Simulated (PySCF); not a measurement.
Spinor energies of Ir³⁺ (iridium, charge +3)

Start: [Xe] 4f14 5d5 6p1; 5d5/2 filled at m_j = -3/2, -1/2, +1/2, +3/2, +5/2; 6p3/2 filled at m_j = +3/2. Calculated with PySCF 2.14 in x2c-TZVPall-2c with one added diffuse shell each of s, p, d type (12s12p11d2f, 117 functions): generalised Hartree-Fock with the X2C-1e Hamiltonian and a Gaussian nucleus; spin-orbit coupling (SO) screened by Boettger's factors. This is a chosen level, not necessarily the ground level.

| spinor shell | electrons | ε, screened SO (eV) | weight of nominal j (screened SO) | rms radius, screened SO (bohr) |
| --- | --- | --- | --- | --- |
| 1s1/2 | 2 | -76545.6 | 1.000 | 0.0197 |
| 2s1/2 | 2 | -13566.1 | 1.000 | 0.0795 |
| 2p1/2 | 2 | -12974.5 | 1.000 | 0.0675 |
| 2p3/2 | 4 | -11341.2 | 1.000 | 0.0752 |
| 3s1/2 | 2 | -3267.2 | 1.000 | 0.203 |
| 3p1/2 | 2 | -3002.8 | 1.000 | 0.195 |
| 3p3/2 | 4 | -2639.6 | 1.000 | 0.210 |
| 3d3/2 | 4 | -2203.2 | 1.000 | 0.185 |
| 3d5/2 | 6 | -2125.1 | 1.000 | 0.189 |
| 4s1/2 | 2 | -761.32 | 1.000 | 0.450 |
| 4p1/2 | 2 | -648.63 | 1.000 | 0.456 |
| 4d3/2 | 4 | -376.47 | 0.998 | 0.507 |
| 4d5/2 | 6 | -359.61 | 0.999 | 0.519 |
| 5s1/2 | 2 | -152.10 | 1.000 | 1.04 |
| 4f5/2 | 6 | -121.65 | 0.977 | 0.584 |
| 4f7/2 | 8 | -118.34 | 0.983 | 0.585 |
| 5p1/2 | 2 | -115.54 | 0.923 | 1.14 |
| 5p3/2 | 4 | -97.939 | 0.961 | 1.21 |
| 5d5/2 | 5 | -50.002 | 0.491 | 1.59 |
| 6p3/2 | 1 | -27.008 | 1.000 | 3.14 |

Task: Where does 4p3/2 lie, and what is the 4p spin-orbit splitting (screened SO)?

Result: At -561.60 eV, 87.024 eV above 4p1/2.

```csv
quantity,screened SO
E (hartree),-17836.66551
M_J,4
⟨J²⟩,20.005
⟨L²⟩,2.522
⟨S²⟩,11.598
```

Each row is a mean over spinors that exchange with the open shell spreads, by up to 10.787 eV (5p3/2).

Rows whose weight is well below 1 are mixtures of j = l ± 1/2: exchange outweighs spin-orbit coupling there, and the label is only the starting occupation.

Breit and QED terms are absent; they matter most for the inner s and p1/2 levels.

Densities and radii are taken from the X2C orbitals without a picture-change correction, which distorts them close to the nucleus.
